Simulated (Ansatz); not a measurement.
# Nudged elastic band run: AlBrF$_{2}$H$_{2}$

Input file:

```yaml
crystal:
  periodic: [false, false, false]
  atoms:
    - { symbol: Al, position_ang: [0.049557, 0.142252, 0.090186] }
    - { symbol: H, position_ang: [0.152559, 0.946383, 1.445488] }
    - { symbol: F, position_ang: [1.338467, 0.040364, -0.943019] }
    - { symbol: F, position_ang: [-1.450694, -0.136112, -0.54913] }
    - { symbol: Br, position_ang: [0.500523, -2.308801, 0.963153] }
    - { symbol: H, position_ang: [-0.434712, -2.215786, 2.068022] }
basis:
  gaussian: { orbitals: def2-mTZVP }
hamiltonian:
  xc: lda
neb:
  order_check: false
  images: 9
  f_tol: 0.05
  max_iterations: 60
  final_atoms:
    - { symbol: Al, position_ang: [0.05021203, -0.6956137, -0.09947461] }
    - { symbol: H, position_ang: [-0.12819744, 0.31270868, 1.74153781] }
    - { symbol: F, position_ang: [1.33638153, 0.27052043, -0.41119532] }
    - { symbol: F, position_ang: [-1.45037542, -0.13656634, -0.44686801] }
    - { symbol: Br, position_ang: [0.36013185, -2.85189237, 0.33540431] }
    - { symbol: H, position_ang: [-0.01245254, -0.43085669, 1.95529583] }
  initial_path:
    images:
      - { positions_ang: [[0.049557, 0.142252, 0.090186], [0.152559, 0.946383, 1.445488], [1.338467, 0.040364, -0.943019], [-1.450694, -0.136112, -0.54913], [0.500523, -2.308801, 0.963153], [-0.434712, -2.215786, 2.068022]] }
      - { positions_ang: [[0.02992378, 0.11326023, 0.07248233], [0.11655639, 0.75599538, 1.53870007], [1.35107972, 0.05339253, -0.92627249], [-1.46404863, -0.13056965, -0.60475855], [0.45272998, -2.3586664, 0.94031729], [-0.33054125, -1.9651121, 2.05423135]] }
      - { positions_ang: [[0.01029056, 0.08426846, 0.05477865], [0.08055378, 0.56560776, 1.63191214], [1.36369245, 0.06642107, -0.90952597], [-1.47740326, -0.12502729, -0.6603871], [0.40493696, -2.4085318, 0.91748159], [-0.22637049, -1.71443819, 2.0404407]] }
      - { positions_ang: [[-0.00934266, 0.05527668, 0.03707498], [0.04455117, 0.37522015, 1.72512421], [1.37630517, 0.0794496, -0.89277946], [-1.49075789, -0.11948494, -0.71601566], [0.35714394, -2.4583972, 0.89464588], [-0.12219974, -1.46376429, 2.02665005]] }
      - { positions_ang: [[-0.02897587, 0.02628491, 0.01937131], [0.00854857, 0.18483253, 1.81833628], [1.3889179, 0.09247814, -0.87603294], [-1.50411252, -0.11394259, -0.77164421], [0.30935091, -2.5082626, 0.87181017], [-0.01802899, -1.21309039, 2.0128594]] }
      - { positions_ang: [[-0.04860909, -0.00270686, 0.00166763], [-0.02745404, -0.00555509, 1.91154835], [1.40153062, 0.10550667, -0.85928643], [-1.51746715, -0.10840024, -0.82727276], [0.26155789, -2.558128, 0.84897447], [0.08614177, -0.96241649, 1.99906874]] }
      - { positions_ang: [[-0.02884487, -0.14128823, -0.01856082], [-0.04760272, 0.05809766, 1.87754624], [1.3885008, 0.13850942, -0.76966821], [-1.5040488, -0.11403346, -0.75119181], [0.28127268, -2.61688088, 0.74626043], [0.06642291, -0.85610453, 1.99031416]] }
      - { positions_ang: [[-0.00908064, -0.2798696, -0.03878927], [-0.0677514, 0.12175042, 1.84354413], [1.37547098, 0.17151217, -0.68004999], [-1.49063046, -0.11966668, -0.67511086], [0.30098747, -2.67563375, 0.6435464], [0.04670404, -0.74979257, 1.98155958]] }
      - { positions_ang: [[0.01068358, -0.41845096, -0.05901772], [-0.08790008, 0.18540317, 1.80954202], [1.36244117, 0.20451493, -0.59043177], [-1.47721211, -0.1252999, -0.59902991], [0.32070227, -2.73438662, 0.54083237], [0.02698518, -0.64348061, 1.972805]] }
      - { positions_ang: [[0.03044781, -0.55703233, -0.07924617], [-0.10804876, 0.24905592, 1.77553992], [1.34941135, 0.23751768, -0.50081355], [-1.46379377, -0.13093312, -0.52294896], [0.34041706, -2.7931395, 0.43811834], [0.00726632, -0.53716865, 1.96405042]] }
      - { positions_ang: [[0.05021203, -0.6956137, -0.09947461], [-0.12819744, 0.31270868, 1.74153781], [1.33638153, 0.27052043, -0.41119532], [-1.45037542, -0.13656634, -0.44686801], [0.36013185, -2.85189237, 0.33540431], [-0.01245254, -0.43085669, 1.95529583]] }
```

Launched with:

```bash
$ ansatz run input.yaml --threads 2 --pin off --max-ram 3072MiB --backend cpu --events-out ev --progress --plain --runs-dir out
```

Output, in part (warnings, iteration lines, the closing report on the highest movable image, with atoms numbered from 0):

```
NEB end point (image 0): max|allowed force component| = 2.890e-2 eV/Å (the criterion of neb.relax_end_points is 1.000e-2)
NEB end point (image 10): max|allowed force component| = 5.727e-3 eV/Å (the criterion of neb.relax_end_points is 1.000e-2)
NEB iter   1: max|band force component| = 2.799e0 eV/Å  barrier→ = 0.8812 eV  barrier← = 1.9012 eV  Δτ_max = 0.2000 Å  (295 SCF iters)
NEB iter   2: max|band force component| = 1.123e0 eV/Å  barrier→ = 0.2454 eV  barrier← = 1.2655 eV  Δτ_max = 0.2000 Å  (298 SCF iters)
NEB iter   3: max|band force component| = 2.071e0 eV/Å  barrier→ = 0.3269 eV  barrier← = 1.3470 eV  Δτ_max = 0.0981 Å  (278 SCF iters)
NEB iter   4: max|band force component| = 6.354e-1 eV/Å  barrier→ = 0.1716 eV  barrier← = 1.1916 eV  Δτ_max = 0.1302 Å  (266 SCF iters)
NEB iter   5: max|band force component| = 6.076e-1 eV/Å  barrier→ = 0.1946 eV  barrier← = 1.2147 eV  Δτ_max = 0.0742 Å  (259 SCF iters)
NEB iter   6: max|band force component| = 3.755e-1 eV/Å  barrier→ = 0.1723 eV  barrier← = 1.1924 eV  CI = image 5  Δτ_max = 0.0441 Å  (260 SCF iters)
NEB iter   7: max|band force component| = 2.320e-1 eV/Å  barrier→ = 0.1654 eV  barrier← = 1.1855 eV  CI = image 5  Δτ_max = 0.0399 Å  (266 SCF iters)
NEB iter   8: max|band force component| = 1.556e-1 eV/Å  barrier→ = 0.1611 eV  barrier← = 1.1811 eV  CI = image 5  Δτ_max = 0.0212 Å  (261 SCF iters)
NEB iter   9: max|band force component| = 9.078e-2 eV/Å  barrier→ = 0.1592 eV  barrier← = 1.1793 eV  CI = image 5  Δτ_max = 0.0910 Å  (267 SCF iters)
NEB iter  10: max|band force component| = 4.482e-1 eV/Å  barrier→ = 0.1580 eV  barrier← = 1.1781 eV  CI = image 5  Δτ_max = 0.0456 Å  (262 SCF iters)
NEB iter  11: max|band force component| = 1.663e-1 eV/Å  barrier→ = 0.1573 eV  barrier← = 1.1773 eV  CI = image 5  Δτ_max = 0.0565 Å  (247 SCF iters)
NEB iter  12: max|band force component| = 1.346e-1 eV/Å  barrier→ = 0.1570 eV  barrier← = 1.1771 eV  CI = image 5  Δτ_max = 0.0381 Å  (249 SCF iters)
NEB iter  13: max|band force component| = 2.179e-2 eV/Å  barrier→ = 0.1569 eV  barrier← = 1.1770 eV  CI = image 5  Δτ_max = 0.0000 Å  (472 SCF iters)
Total energy: -81955.28374988 eV, -3011.8011265217 hartree
Atom 0 at    -0.029676    -0.087297     0.081780 Å, force     0.010189    -0.002669     0.011214 eV/Å
Atom 1 at    -0.035708     0.299717     1.648441 Å, force    -0.007425     0.001489     0.008083 eV/Å
Atom 2 at     1.362831     0.177214    -0.750393 Å, force     0.018359     0.000334    -0.012307 eV/Å
Atom 3 at    -1.471945    -0.092003    -0.706368 Å, force    -0.021315    -0.000505    -0.005236 eV/Å
Atom 4 at     0.212707    -2.520465     0.950423 Å, force     0.000113     0.003424     0.000230 eV/Å
Atom 5 at     0.117490    -1.308866     1.850817 Å, force     0.000081    -0.002073    -0.001983 eV/Å
Dipole moment:     0.036745    -0.318349     0.511064 e Å
```

It converged. A vibrational analysis at the climbing image gives one clearly imaginary mode, 353i cm⁻¹: a first-order saddle point. The orbitals stay closed-shell, which can raise the energy where a bond breaks towards radicals; this wasn't checked here.

Final band (atoms are numbered from 1 in the order of the input):

```tsv
image	path coordinate (Å)	energy (kcal/mol)	Al1–H2 (Å)	Br5–H6 (Å)	H2–H6 (Å)
0	0.00	0.0	1.58	1.45	3.28
1	0.35	0.3	1.58	1.45	3.11
2	0.71	0.5	1.58	1.45	2.92
3	1.06	1.1	1.58	1.45	2.50
4	1.41	2.7	1.59	1.46	2.05
5	1.77	3.6	1.61	1.51	1.63
6	2.09	1.4	1.68	1.67	1.24
7	2.41	-9.1	1.80	1.95	0.93
8	2.73	-18.9	1.98	2.27	0.81
9	3.05	-22.7	2.09	2.61	0.79
10	3.37	-23.5	2.11	2.94	0.78
```

The run took 2 min on 2 threads of Arm Neoverse V2 (shared host), peak memory 0.13 GiB.
